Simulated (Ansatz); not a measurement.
Ta(NH)F3 (TaNF₃H), 6 atoms. Hardware: 2 threads of Arm Neoverse V1 on a shared host.

In the def2 sets Ta takes a core potential; there is no spin–orbit coupling. Correlated methods freeze 4 core orbitals; core or outer-core shells of Ta are correlated, in sets that lack core-valence functions.

Task: How many basis functions does each of these Ansatz runs have, and roughly what does it cost? r2SCAN-D4/def2-TZVP, charge 0 triplet at the geometry of the charge 0 singlet, energy, from earlier orbitals; PBE-QIDH/def2-TZVP, charge 0 singlet, energy, from earlier orbitals; PBE0-D4/def2-TZVP, charge 1 doublet, energy, from earlier orbitals; HF/def2-TZVP, charge 0 singlet, energy, from earlier orbitals; PBE-D4/def2-TZVP, charge 0 triplet at the geometry of the charge 0 singlet, energy, from earlier orbitals; PBE0-D4/def2-SVP, charge 0 singlet, energy, from earlier orbitals; ωB97M-V/def2-TZVP, charge 0 singlet, energy, from earlier orbitals; PBE0-D4/def2-TZVP, charge 0 singlet, energy and forces, from earlier orbitals; B97M-V/def2-TZVP, charge 0 singlet, energy, from earlier orbitals; PBE-D4/def2-TZVP, charge 1 doublet, energy, from earlier orbitals; PBE0-D4/def2-TZVP, charge 1 doublet at the geometry of the charge 0 singlet, energy, from earlier orbitals; B3LYP-D4/def2-TZVP, charge 0 singlet, energy, from earlier orbitals.

Result: Other jobs shared the machine, so times can vary by a factor of up to 3. A dash marks memory too small to be measured apart from the calling script's.

| run | functions | fitting or Cholesky vectors | wall time | peak host memory (GiB) |
| --- | --- | --- | --- | --- |
| HF/def2-TZVP, charge 0 singlet, energy, from earlier orbitals | 170 | 1351 | 1.6 s | – |
| PBE0-D4/def2-SVP, charge 0 singlet, energy, from earlier orbitals | 93 | 1004 | 1.6 s | – |
| B3LYP-D4/def2-TZVP, charge 0 singlet, energy, from earlier orbitals | 170 | 1041 | 2.8 s | – |
| PBE0-D4/def2-TZVP, charge 0 singlet, energy and forces, from earlier orbitals | 170 | 1075 | 4.1 s | – |
| PBE-QIDH/def2-TZVP, charge 0 singlet, energy, from earlier orbitals | 170 | 1241 | 6.5 s | – |
| PBE-D4/def2-TZVP, charge 1 doublet, energy, from earlier orbitals | 170 | 1004 | 9.5 s | – |
| B97M-V/def2-TZVP, charge 0 singlet, energy, from earlier orbitals | 170 | 1004 | 11 s | – |
| ωB97M-V/def2-TZVP, charge 0 singlet, energy, from earlier orbitals | 170 | 1013 | 13 s | – |
| PBE0-D4/def2-TZVP, charge 1 doublet, energy, from earlier orbitals | 170 | 1075 | 14 s | 0.65 |
| r2SCAN-D4/def2-TZVP, charge 0 triplet at the geometry of the charge 0 singlet, energy, from earlier orbitals | 170 | 1004 | 25 s | – |
| PBE-D4/def2-TZVP, charge 0 triplet at the geometry of the charge 0 singlet, energy, from earlier orbitals | 170 | 1004 | 36 s | – |
| PBE0-D4/def2-TZVP, charge 1 doublet at the geometry of the charge 0 singlet, energy, from earlier orbitals | 170 | 1075 | 61 s | 0.65 |
